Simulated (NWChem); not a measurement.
Molecule: CH₇NOSi; SMILES C[SiH](O)N

```xyz
11

Si     0.0936     0.0850    -0.3473
C      0.3399    -1.7021     0.1848
N     -1.4912     0.5457     0.1841
O      1.2268     1.1357     0.2876
H      0.3320     0.2205    -1.8088
H     -0.3549    -2.3722    -0.3373
H      0.1865    -1.8342     1.2627
H      1.3572    -2.0347    -0.0503
H     -1.9229     1.4015    -0.1435
H     -2.1881    -0.1657     0.3665
H      1.1012     1.3275     1.2286
```
Atoms are numbered in this order, from 1.

All runs: NWChem. Geometry optimised at B3LYP/6-31G*; all other runs use it. Pople sets run with spherical d functions. Vzz has the sign of the potential's second derivative.

| quantity | level | value |
|---|---|---|
| first 1s excitation (eV), C K edge, unshifted | BHandHLYP/6-311G**, TDA | 285.5 |
| charge (e), Mulliken O4 | B3LYP/def2-SVP | -0.40 |
| Vzz O4 (a.u.) | Hartree-Fock/cc-pVTZ | 1.466 |
| orbital gap (eV) | PBE/def2-SVP | 6.32 |
| dipole (D) | B3LYP/6-31G* | 2.34 |
| highest harmonic frequency (cm⁻¹) | B3LYP/6-31G* | 3785 |
